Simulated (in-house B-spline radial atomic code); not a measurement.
## Ti2+: [Ar] 3d(2 up, 0 down)

Computed with a B-spline radial code for spherical atoms: non-relativistic LDA PW92, spin-polarised, spherical fractional occupations, point nucleus.

Z_r = [3n² - l(l+1)]/(2<r>); Z_e = n√(-2ε); the last column is Slater's effective charge. Values are occupation-weighted means over spin.

```
shell  electrons   ε (eV)  <r> (bohr)    Z_r    Z_e  Slater
   1s          2    -4840     0.07031  21.33  18.86   21.70
   2s          2  -545.18      0.3285  18.26  12.66   17.85
   2p          6  -458.89      0.2913  17.17  11.62   17.85
   3s          2  -77.208       1.016  13.29   7.15   10.75
   3p          6  -54.468       1.087  11.50   6.00   10.75
   3d          2  -20.725       1.408   7.46   3.70    3.65
```

The least bound orbital is 3d up at -20.73 eV, and it is also the most diffuse (<r> = 1.408 bohr).
